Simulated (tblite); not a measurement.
C7H7NO (charge +1 and doublet state).
Structure used (GFN2-xTB), in Å, numbered top down from 1:
```xyz
16
C7H7NO angstrom
C      2.486   -0.934   -0.023
C      1.776    0.372   -0.163
O      2.280    1.432   -0.345
C      0.258    0.234   -0.049
C     -0.521    1.389   -0.165
C     -1.892    1.224   -0.057
C     -2.447   -0.025    0.155
C     -1.582   -1.120    0.257
N     -0.302   -0.917    0.149
H      3.559   -0.774   -0.112
H      2.246   -1.376    0.944
H      2.139   -1.620   -0.796
H     -0.029    2.338   -0.331
H     -2.531    2.094   -0.140
H     -3.513   -0.178    0.243
H     -1.934   -2.129    0.422
```

All values are computed: GFN2-xTB (tblite) harmonic vibrations without scaling, gas phase. Against measured fundamentals such values can be off by several per cent, at times by over 20. One conformer, not necessarily the lowest. Open shells enter through the occupations alone, without spin polarisation, and single modes of such species can be off by tens of per cent.

Harmonic wavenumbers (cm⁻¹): 36.5, 82.6, 137.7, 171.9, 332.6, 370.8, 406.6, 447.9, 549.4, 558.1, 600.8, 662.6, 717.3, 761.6, 855.0, 891.9, 904.0, 925.7, 967.3, 973.2, 1047.4, 1057.4, 1083.3, 1115.4, 1141.3, 1187.5, 1275.6, 1331.5, 1384.9, 1391.2, 1394.0, 1410.5, 1484.0, 1596.8, 1797.8, 3009.5, 3018.5, 3041.5, 3051.2, 3071.5, 3072.0, 3093.0.

A = 3806, B = 1284, C = 965.9 MHz; mass 121.053 u (most abundant isotopes); point group Cs, symmetry number 1; spin multiplicity 2.

Zero-point energy?

Half the sum of the wavenumbers: 26205 cm⁻¹ = 313.48 kJ/mol.

Entropy at 273.15 K, 1 bar (ideal gas, RRHO, classical rotation)?

Translation 166.85, rotation 118.62, vibration 84.64, spin (R ln 2) 5.76: S = 375.9 J/(mol K).

And Cp and H(273.15 K) − H(0)?

Cp = 127.07 J/(mol K), of which vibrations give 93.81 (their classical limit is 42 R = 349.2); H(273.15 K) − H(0) = 21.23 kJ/mol without the zero-point energy, 12.14 from vibrations.

Blend soft modes into free rotors: weight 1/[1 + (100 cm⁻¹/ν̃)⁴] for the oscillator and the rest for a rotor with moment μB/(μ + B), μ = h/(8π²ν), B = 10⁻⁴⁴ kg m². What vibrational entropy results?

76.33 J/(mol K) in place of 84.64, which changes −T·S at 273.15 K by +2.27 kJ/mol.

Which modes carry the vibrational entropy at 273.15 K?

36.5 cm⁻¹: 22.04; 82.6 cm⁻¹: 15.30; 137.7 cm⁻¹: 11.16; 171.9 cm⁻¹: 9.42; 332.6 cm⁻¹: 4.64; 370.8 cm⁻¹: 3.96 J/(mol K); the other 36 give 18.12 together.

What must be added to the electronic energy to get the Gibbs energy at 273.15 K and 1 bar?

ZPE + [H(273.15 K) − H(0)] − T·S = 313.48 + 21.23 − 102.67 = 232.04 kJ/mol.

How do the functions run with temperature in this model?

```csv
T (K),S (J/(mol K)),Cp (J/(mol K)),H − H(0) (kJ/mol),G − H(0) (kJ/mol),ln q(vib)
50,247.0,50.3,2.05,-10.31,0.55
100,286.4,64.7,4.93,-23.71,1.51
298.15,387.4,137.1,24.53,-90.98,5.32
373.15,421.4,166.0,35.91,-121.32,6.83
500,475.9,207.3,59.70,-178.27,9.44
750,571.3,262.1,118.97,-309.52,14.57
1000,651.7,296.0,189.04,-462.67,19.43
```

q(vib) and H(0) count from the zero-point level.

Hindered rotation and anharmonicity are outside this model. Other conformers, if any are populated, would add a mixing term that is left out.

On one thread, Arm Neoverse V2 (aarch64), shared host, this took 0.42 s of wall time. This covers the Hessian and the dipole derivatives.
